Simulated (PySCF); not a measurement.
A structure optimised at PBE0-D3(BJ)/def2-SVP, used in a PySCF frequency run:

```xyz
10

Ge     0.3107    -0.2541    -0.3812
O      1.7269    -0.2037     0.7076
C     -1.1062     0.9205     0.2270
C     -2.2409     0.4467     0.7502
H     -0.1684    -1.7099    -0.3034
H      0.7619     0.1378    -1.8067
H      2.1785     0.6462     0.6941
H     -0.9793     2.0069     0.1360
H     -2.4197    -0.6290     0.8641
H     -3.0470     1.1068     1.0908
```

### Question
Write its SMILES and formula.

### Answer
C=[CH][GeH2][OH], C2H6GeO

### Question
What are its rotational constants (standard atomic weights)?

### Answer
11.225, 2.8494, 2.5686 GHz
